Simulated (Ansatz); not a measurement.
Geometry optimisation, RKS LDA/6-31G* in Ansatz.

input.yaml

```yaml
crystal:
  periodic: [false, false, false]
  atoms:
    - { symbol: B, position_ang: [0.055153, 0.678741, -0.328238] }
    - { symbol: F, position_ang: [0.046424, -0.579507, 1.856884] }
    - { symbol: C, position_ang: [1.415448, 0.030451, -0.711893] }
    - { symbol: H, position_ang: [1.395022, -1.051663, -0.490476] }
    - { symbol: H, position_ang: [1.621448, 0.128713, -1.798968] }
    - { symbol: H, position_ang: [2.278267, 0.466771, -0.173788] }
    - { symbol: H, position_ang: [-1.032283, 0.254415, -0.63029] }
    - { symbol: "N", position_ang: [0.021957, 1.996294, 0.338538] }
    - { symbol: H, position_ang: [0.874514, 2.523393, 0.536013] }
    - { symbol: H, position_ang: [-0.837555, 2.532138, 0.46024] }
    - { symbol: H, position_ang: [-0.016794, 0.358654, 1.879078] }
basis:
  gaussian: { orbitals: "6-31G*" }
hamiltonian:
  xc: lda
relax:
  f_tol: 0.03
  max_steps: 50
output:
  orbitals: {}
```

Run as:

```bash
$ ansatz run input.yaml --threads 1 --pin off --max-ram 2048MiB --backend cpu --events-out ev --progress --plain --runs-dir out
```

Problem. Where does it end, and by what steps?

Solution. It converged. After 6 steps the energy has fallen by 0.224 eV; H11 moved furthest, 0.33 Å.

```json
{"step": "0", "energy less start (eV)": "0.0000", "largest force component (eV/Å)": "2.186", "accepted": "yes"}
{"step": "1", "energy less start (eV)": "-0.1702", "largest force component (eV/Å)": "0.766", "accepted": "yes"}
{"step": "2", "energy less start (eV)": "-0.2082", "largest force component (eV/Å)": "0.423", "accepted": "yes"}
{"step": "3", "energy less start (eV)": "-0.2224", "largest force component (eV/Å)": "0.102", "accepted": "yes"}
{"step": "4", "energy less start (eV)": "-0.2232", "largest force component (eV/Å)": "0.108", "accepted": "yes"}
{"step": "5", "energy less start (eV)": "-0.2238", "largest force component (eV/Å)": "0.056", "accepted": "yes"}
{"step": "6", "energy less start (eV)": "-0.2240", "largest force component (eV/Å)": "0.008", "accepted": "yes"}
```

```xyz
11
Properties=species:S:1:pos:R:3
B 0.067 0.651 -0.317
F -0.039 -0.343 1.903
C 1.430 0.028 -0.727
H 1.443 -1.056 -0.513
H 1.566 0.126 -1.823
H 2.308 0.488 -0.235
H -1.000 0.229 -0.692
N 0.029 1.847 0.454
H 0.883 2.374 0.661
H -0.826 2.393 0.574
H -0.039 0.599 1.653
```

Time of the run: 14 s on 1 thread of Arm Neoverse V1, on a shared host, peak memory 0.14 GiB.
